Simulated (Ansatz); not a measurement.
Cartesian coordinates in Å:
```
N -1.605 1.396 0.069
C -1.414 0.138 0.092
Al 0.378 -0.670 -0.007
S 2.047 0.714 -0.151
Cl 0.711 -2.736 0.020
H -0.729 1.921 -0.006
H -2.325 -0.470 0.172
H 2.938 -0.292 -0.188
```

Total charge 0; spin multiplicity 1.

Question: List the ωB97M-V/def2-TZVPP orbital energies in eV (Ansatz). (An estimate is asked.)

Answer: Computed: Occupied: -2772.04, -2427.07, -1533.42, -395.07, -282.65, -262.45, -221.07, -199.89, -199.82, -199.81, -164.18, -164.09, -164.03, -117.97, -77.61, -77.49, -77.43, -28.26, -25.73, -23.28, -19.83, -16.10, -14.81, -14.11, -13.66, -12.40, -12.34, -12.07, -11.50, -10.38, -9.51. Lowest empty: -0.08, 1.06, 1.73, 2.31, 2.86, 2.97, 4.04, 4.59.
